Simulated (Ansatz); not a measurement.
Calculated with Ansatz (gas phase, PBE0-D4/def2-TZVP geometries, no zero-point term in ΔE). CCSD(T)/CBS is the MP2 limit (def2-TZVPP, def2-QZVPP) plus CCSD(T) − MP2 in def2-TZVPP, frozen cores. This one scheme is used for every species. DFT in def2-TZVPP. HSE06 is defined as in plane-wave codes. Each species was taken in one conformer, which may not be the lowest.

`CC(C)[Si]O` + HCl → `CC(C)[Si]Cl` + H₂O  (ligand exchange at the Si–O bond)

| level | ΔE (kcal/mol) |
| --- | --- |
| revPBE-D4 | -2.4 |
| r2SCANh-D4 | -1.0 |
| HSE06-D4 | -2.2 |
| CAM-B3LYP-D4 | 0.9 |
| ωB97M-V | -0.6 |
| r2SCAN0 | -1.1 |
| MP2/def2-TZVPP | -1.1 |
| MP2/def2-QZVPP | -1.9 |

What does CCSD(T)/CBS give? (An estimate is asked.)

The calculation gave: -1.5 kcal/mol. The listed levels differ from it by -0.9, 0.5, -0.7, 2.4, 0.9, 0.4, 0.4, -0.4 kcal/mol.

Largest T1 diagnostic among the species: 0.013.

Leaving LDA and LC-ωPBE aside and taking each functional with its dispersion term where it has one, the values spread over 3.2 kcal/mol, from revPBE-D4 to CAM-B3LYP-D4. LDA lies +1.4 kcal/mol from PBE without D4. The D4 term adds −1.1 kcal/mol with B3LYP and −0.6 kcal/mol with PBE0; it sums over pairs of atoms, weighted by their polarisabilities, and B3LYP, whose exchange is more repulsive, gets the larger term.

B3LYP here is the variant with VWN-RPA as its local correlation; programs differ in this.
